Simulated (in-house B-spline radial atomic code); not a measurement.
A run on Tc+ (an excited or competing configuration) that did not converge. Method: scalar-relativistic (X2C) wB97X, spin-polarised, spherical fractional occupations, exact exchange averaged over the configuration, Fermi nucleus of rms radius 4.41117 fm; computed with a B-spline radial code for spherical atoms.

Command:
```bash
python run_scf.py task.json out
```
Settings (nuclear radius in fm, mass in u):
```
Z                43
configuration    [Ar] 3d9 4s2 4p6 4d5 5s2
hamiltonian      x2c
method           wb97x
spin_polarised   True
nucleus          fermi
rms_radius       4.41117
atomic_mass      96.90636
speed_of_light   137.035999084
exact_exchange   averaged over the configuration
```

First and last ten iterations of the last attempt (damped for 15 steps, keeping 80 % of the old Fock matrix, then DIIS):
```
 iter        energy (Eh)    residual
    1       -4266.800689    4.46e-01
    2       -4271.849762    3.03e-01
    3       -4273.765943    2.09e-01
    4       -4274.746495    1.45e-01
    5       -4275.239197    9.90e-02
    6       -4275.482866    6.97e-02
    7       -4275.602071    5.21e-02
    8       -4275.660192    3.92e-02
    9       -4275.688701    2.96e-02
   10       -4275.702911    2.39e-02
  111       -4275.719392    3.81e-06
  112       -4275.719392    4.33e-06
  113       -4275.719392    6.18e-07
  114       -4275.719392    6.56e-07
  115       -4275.719392    5.91e-07
  116       -4275.719392    5.64e-07
  117       -4275.719392    2.03e-06
  118       -4275.719392    5.37e-07
  119       -4275.719392    1.26e-06
  120       -4275.719392    1.49e-06
 not converged after 120 iterations
```

The smallest residual met was 5.1e-07; the threshold is about 4e-07. Over the last five steps the energy moves by less than 2e-08 hartree, but the orbitals didn't meet the threshold. Cost of the run: 25 s on 1 thread of Arm Neoverse V2 (shared host).
